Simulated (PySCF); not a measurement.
# TDDFT excited states: C5H7FO3

C5H7FO3.
Numbering: `[CH3:1][O:2]/[C:3]([F:4])=[CH:5]\[O:6][C:7]([CH3:8])=[O:9]` (hydrogens: H10, H11, H12 on C1; H13 on C5; H14, H15, H16 on C8)

Cartesian coordinates in Å at the GFN2-xTB level; atoms count from 1:
```
atom  x, y, z in Å
C1     2.205    1.259   -0.516
O2     1.453    0.472    0.404
C3     1.384   -0.831    0.166
F4     2.556   -1.416   -0.189
C5     0.321   -1.617    0.313
O6    -0.940   -1.151    0.628
C7    -1.444   -0.109   -0.069
C8    -2.800    0.259    0.463
O9    -0.885    0.412   -0.993
H10    2.205    2.265   -0.106
H11    3.228    0.888   -0.605
H12    1.716    1.255   -1.493
H13    0.391   -2.688    0.224
H14   -2.787    0.252    1.549
H15   -3.085    1.237    0.089
H16   -3.524   -0.479    0.124
```

Level of theory: PySCF 2.14.0, density-fitted response routines, TDDFT PBE0/def2-SVPD, vertical, gas phase, core orbitals frozen in the response.

```json
{"state": "S1", "E (eV)": "5.63", "ν̃ (cm⁻¹)": "45370", "f": "0.072", "main configurations (H = HOMO, L = LUMO)": "H→L (94%)"}
{"state": "S2", "E (eV)": "5.87", "ν̃ (cm⁻¹)": "47360", "f": "0.0027", "main configurations (H = HOMO, L = LUMO)": "H-1→L (90%)"}
{"state": "S3", "E (eV)": "6.37", "ν̃ (cm⁻¹)": "51350", "f": "0.0083", "main configurations (H = HOMO, L = LUMO)": "H→L+1 (85%)"}
{"state": "S4", "E (eV)": "6.65", "ν̃ (cm⁻¹)": "53610", "f": "0.023", "main configurations (H = HOMO, L = LUMO)": "H→L+2 (44%), H→L+3 (39%)"}
{"state": "S5", "E (eV)": "7.09", "ν̃ (cm⁻¹)": "57170", "f": "0.184", "main configurations (H = HOMO, L = LUMO)": "H→L+3 (43%), H→L+2 (24%), H→L+4 (13%)"}
{"state": "S6", "E (eV)": "7.23", "ν̃ (cm⁻¹)": "58300", "f": "0.059", "main configurations (H = HOMO, L = LUMO)": "H→L+4 (73%), H→L+2 (16%)"}
```

Triplets, Tamm–Dancoff:

| state | E (eV) | λ (nm) | main configurations (H = HOMO, L = LUMO) |
| --- | --- | --- | --- |
| T1 | 4.23 | 293.3 | H→L (48%), H→L+2 (26%), H→L+3 (13%) |
| T2 | 5.32 | 233.0 | H-1→L (88%) |

The lowest singlet lies at 5.63 eV (220 nm, ultraviolet) and is of moderate strength; its leading configuration is HOMO→LUMO (94%). The strongest level in the table is S5 at 7.09 eV (175 nm, f = 0.184). Löwdin shares by element: HOMO carbon 54% or more, oxygen 28% or more (atoms not listed hold the other 19%); LUMO carbon 40% or more, oxygen 34% or more (atoms not listed hold the other 26%). The listed states span 1.60 eV, and the widest gap between neighbours is 0.49 eV (S2 to S3). Of the 6 states listed, 4 reach f = 0.01 and none stays under 0.0005. The oscillator strengths of these states sum to 0.349; summed over the whole spectrum of an exact calculation they would give the number of electrons, 70 (Thomas–Reiche–Kuhn). Only the lowest 6 singlets were computed, as vertical energies without vibronic structure.

The run took 65 s wall (with the writing of density and orbital grids) on one thread, Arm Neoverse V1 (aarch64), no GPU, shared host with 32 logical CPUs at a one-minute load of 67, and the process peaked at 0.96 GiB of memory.

One conformer stands for the species.
